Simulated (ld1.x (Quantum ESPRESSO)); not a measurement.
Varying the TM potential for iodine (I)

Base potential:

ld1.x (Quantum ESPRESSO) 7.5 input, shortened:

```
&input
   title='I', zed=53., rel=2, dft='PBESOL', iswitch=3,
   config='[Kr] 4d10 5s2 5p5', rel_dist='average'
 /
 &inputp
   pseudotype=2, tm=.true., lloc=1,
   nlcc=.true., new_core_ps=.true.
 /
3
5S  1  0   2.00   0.00  1.55  1.55  0.0
4D  3  2  10.00   0.00  1.15  1.15  0.0
5P  2  1   5.00   0.00  2.05  2.05  0.0
 &test
   configts(1)='4d10 5s2 5p5'
 /
```

Open shells are filled in proportion to 2j + 1 (rel_dist='average').

Cutoffs, loose and tight: the cutoffs (Ry, on a coarse ladder) from which the occupation-weighted sum of valence levels, in a spherical-Bessel basis at the reference potential, stays within 10 and 1 mRy of its value at 400 Ry. They do not see the model core or the augmentation charge, which bear on the density cutoff. Test errors are all-electron minus pseudo excitation energies from the reference, over the configurations 4d10 5s2 5p4; 4d10 5s2 5p3; 4d10 5s2 5p2; 4d9 5s2 5p5; 4d10 5s2 5p4.5; 4d10 5s1 5p6; 4d10 5s1 5p5. A dash means not determined; rows that change the core or the reference have their own tests.

A true bound ghost makes a file unfit for plane-wave use even where its test errors are small: the radial tests pick states by their node count and pass the ghost by.

| change | outcome | cutoff, loose | cutoff, tight | bound ghosts | largest test error (meV) |
| --- | --- | --- | --- | --- | --- |
| base | generated, misses its reference levels by 0.69 eV | 120 Ry | 200 Ry | none | -435 |
| all radii but the core radius scaled by about 0.80 (s 1.24, p 1.62, d 0.92 bohr) | generated, misses its reference levels by 0.72 eV | 160 Ry | 260 Ry | s | -228 |
| all radii but the core radius scaled by about 0.89 (s 1.38, p 1.84, d 1.02 bohr) | generated, misses its reference levels by 0.70 eV | 140 Ry | 230 Ry | none | -315 |
| all radii but the core radius scaled by about 1.07 (s 1.66, p 2.18, d 1.22 bohr) | generated, misses its reference levels by 0.69 eV | 120 Ry | 200 Ry | none | -424 |
| all radii but the core radius scaled by about 1.18 (s 1.82, p 2.42, d 1.36 bohr) | generated, misses its reference levels by 0.69 eV | 110 Ry | 180 Ry | none | -273 |
| all radii but the core radius scaled by about 1.25 (s 1.94, p 2.58, d 1.44 bohr) | generated, misses its reference levels by 0.69 eV | 110 Ry | 180 Ry | none | +173 |
| all radii but the core radius scaled by about 1.38 (s 2.14, p 2.84, d 1.58 bohr) | generated, misses its reference levels by 0.69 eV | 100 Ry | 160 Ry | s | -692 |

Reading the sweep of the scale of all radii but the core radius (base = 1) (base included, trends over the rows without a ghost): The loose cutoff falls from 140 Ry at 0.89 to 110 Ry at 1.25. A larger radius leaves more room for a smooth pseudo-wave, so fewer plane waves are needed; a smaller one forces it to follow the all-electron wave where it bends sharply. The median size of the test errors (rows with all tests solved) stays near 22.6 meV. Bound ghosts are found at 0.8, 1.38.
